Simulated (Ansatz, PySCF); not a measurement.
Energy difference R1 → P1 + P2, each structure at its B3LYP-D3(BJ)/def2-TZVP stationary point, reached from a drawn start (curvature not checked).
P1: O2 (SMILES O=O), charge 0, multiplicity 3.
P2: OH (SMILES [OH]), charge 0, multiplicity 2.
R1: HO3 (SMILES [O]OO), charge 0, multiplicity 2.

P less R. No zero-point or thermal terms; open shells are unrestricted; no spin–orbit coupling.

Programs: Ansatz (Gaussian basis) for Hartree–Fock, density functionals and correlated methods; PySCF for the D3/D4 terms. All values are computed, each at the level named.

Question: One of these levels gives 3.24 kcal/mol for the reaction energy. Which one is it?
(A) PBE-D4/def2-TZVPP
(B) PBE0-D3(BJ)/def2-TZVPP
(C) HF/cc-pVQZ
(D) revPBE/def2-TZVPP

Answer: B, PBE0-D3(BJ)/def2-TZVPP. The others give -43.07 (HF/cc-pVQZ), 17.96 (PBE-D4/def2-TZVPP), 11.44 (revPBE/def2-TZVPP)

Doubts at one or more of the structures used: a spin-contaminated determinant (HF/cc-pVQZ).

Ansatz is a program for electronic structure.
